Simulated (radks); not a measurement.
Excited configurations of Nb: one electron is placed in a higher orbital outside [Kr] 4d4. The ground configuration is [Kr] 4d4 5s1. Calculated with a radial shooting solver on a logarithmic mesh with Libxc functionals: Dirac Kohn-Sham, BLYP, spin-unpolarised, spherical densities, point nucleus; open shells fill j = l - 1/2 first. Excitation = E - E(ground); binding = E(ion) - E, where the ion is the core of charge +1; n* = 1/sqrt(2 binding) in atomic units, and the quantum defect is n - n*.

outer orbital  excitation (eV)  binding (eV)     n*  quantum defect  eigenvalue (eV)  <r> (bohr)
5p1/2                    2.894         3.747  1.905           3.095           -1.697       5.115
6s1/2                    4.473         2.169  2.505           3.495           -1.222       9.618
6p1/2                    4.995         1.646  2.875           3.125           -0.884       11.95
7f5/2                    6.242         0.400  5.835           1.165           -0.267       63.16

The Delta-SCF ionisation energy is 6.641 eV (NIST Atomic Spectra Database: 6.759 eV, measured). Self-interaction in the functional shifts the binding energies and quantum defects, so they are the method's values and not measured ones. Spin polarisation and multiplet splitting are left out, so open shells lie too high by an amount that depends on their filling.

Beside tabulated values, note that spin-unpolarised runs miss the spin-polarisation part of the exchange energy of open shells.
